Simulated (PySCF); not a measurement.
Kr⁺ (krypton, charge +1): UHF calculation

Configuration: [Ar] 3d10 4s2 4p5, 2P determinant. Calculation: PySCF 2.14, in aug-cc-pVDZ-DK; scalar relativity by spin-free X2C-1e.

- Total energy: -2787.570266 hartree
- One-electron energy: -3860.8264 hartree
- Hartree (Coulomb) energy: 1168.4971 hartree
- Exchange energy: -95.2410 hartree
- ⟨S²⟩: 0.7553
- ⟨L²⟩: 2.017
- Sum of ⟨r⟩: 23.55 bohr
- Sum of ⟨r²⟩: 31.88 bohr²
- Traceless quadrupole moment −½Σ⟨3z² − r²⟩ along its main axis: 1.67 e·bohr²
- Langevin diamagnetic susceptibility: -25.3 ×10⁻⁶ cm³/mol
- Time after the integrals: 0.16 s of wall time on 1 thread of Neoverse-V1 (shared host)

| shell | electrons | mean orbital energy (eV) | spread (eV) | rms radius, mean of both spins (bohr) |
| --- | --- | --- | --- | --- |
| 1s α | 1 | -14415.5 | 0 | 0.0478 |
| 1s β | 1 | -14415.4 | 0 | 0.0478 |
| 2s α | 1 | -1972.6 | 0 | 0.199 |
| 2s β | 1 | -1972.5 | 0 | 0.199 |
| 2p α | 3 | -1740.6 | 0.267 | 0.177 |
| 2p β | 3 | -1740.4 | 0.120 | 0.177 |
| 3s α | 1 | -317.50 | 0 | 0.565 |
| 3s β | 1 | -317.20 | 0 | 0.565 |
| 3p α | 3 | -241.12 | 0.831 | 0.581 |
| 3p β | 3 | -240.72 | 0.070 | 0.581 |
| 3d α | 5 | -113.99 | 0.788 | 0.612 |
| 3d β | 5 | -113.78 | 0.444 | 0.612 |
| 4s α | 1 | -44.472 | 0 | 1.67 |
| 4s β | 1 | -41.176 | 0 | 1.67 |
| 4p α | 3 | -25.571 | 2.042 | 1.98 |
| 4p β | 2 | -24.182 | 0 | 1.98 |

Densities and radii are taken from the X2C orbitals without a picture-change correction, which distorts them close to the nucleus.
